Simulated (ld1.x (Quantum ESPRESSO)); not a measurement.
Ti, PAW: configuration errors across variants

Ti, PAW, made with ld1.x (Quantum ESPRESSO) 7.5 (LDA (PZ), scalar-relativistic). Core [Ne], reference 3s2 3p6 3d2 4s1.5 4p0.5. Waves: 3s (bound): rcut 1.35, rcutus 1.70 bohr; 4s (bound): rcut 1.35, rcutus 1.70 bohr; 3p (bound): rcut 1.50, rcutus 1.95 bohr; 4p (bound): rcut 1.50, rcutus 1.95 bohr; 3d (bound): rcut 1.00, rcutus 1.20 bohr; 3d channel at 0.2 Ry: rcut 1.00, rcutus 1.20 bohr. Local part: all-electron potential smoothed inside 1.10 bohr (lloc = -1). Core correction: a·sin(br)/r model core, default radius (ld1.x builds one for every PAW set, though the input has nlcc=.false.). Augmentation charge: BESSEL, radius 0.75 bohr.

All-electron excitation energies from the reference (eV): (1) 3s2 3p6 3d2 4s2 4p0 -1.548; (2) 3s2 3p6 3d2 4s1 4p0 5.988; (3) 3s2 3p6 3d2 4s0 4p0 19.788; (4) 3s2 3p6 3d3 4s1 4p0 -0.488; (5) 3s2 3p6 3d2 4s1.5 4p0 1.468.

The default core radius of the base comes out at 0.52 bohr.

The overlap operator is not positive definite (basis up to 400 Ry) in “base”, “core correction a·sin(br)/r model core inside 0.92 bohr”, “waves 3s (bound): rcut 1.35, rcutus 1.74 bohr; 4s (bound): rcut 1.35, rcutus 1.74 bohr”, “local potential all-electron potential smoothed inside 1.64 bohr (lloc = -1)”. Such files are unfit for use, however small their errors in these radial tests.

4 further variants failed, have other tests or another functional or relativity, and are left out.

Errors AE − PS in meV (a dash: test not solved or not reliable):

| change | (1) | (2) | (3) | (4) | (5) | bound ghosts |
| --- | --- | --- | --- | --- | --- | --- |
| base | +0.2 | +0.1 | +0.5 | +7.7 | +0.1 | not determined (overlap not positive) |
| core correction a·sin(br)/r model core inside 0.92 bohr | +0.2 | +0.2 | +0.6 | +7.9 | +0.1 | not determined (overlap not positive) |
| waves 3p (bound): rcut 1.44, rcutus 1.52 bohr; 4p (bound): rcut 1.44, rcutus 1.52 bohr | +0.1 | -0.4 | -0.6 | -1.1 | -0.1 | none |
| waves 3s (bound): rcut 1.35, rcutus 1.74 bohr; 4s (bound): rcut 1.35, rcutus 1.74 bohr | +0.2 | +0.3 | +1.2 | +7.7 | +0.1 | not determined (overlap not positive) |
| local potential all-electron potential smoothed inside 1.64 bohr (lloc = -1) | +0.2 | +1.2 | +6.4 | +3.1 | +0.4 | not determined (overlap not positive) |
| local potential all-electron potential smoothed inside 1.65 bohr (lloc = -2) | +0.2 | +0.5 | +2.6 | +6.8 | +0.2 | none |

Task: Give the same row for: type ultrasoft; local potential all-electron potential smoothed inside 1.80 bohr (lloc = -1); core correction none; augmentation built from norm-conserving waves at rcut, not smoothed further.

Result: -360, +631, +2563, +1276, +43; bound ghosts: not determined.
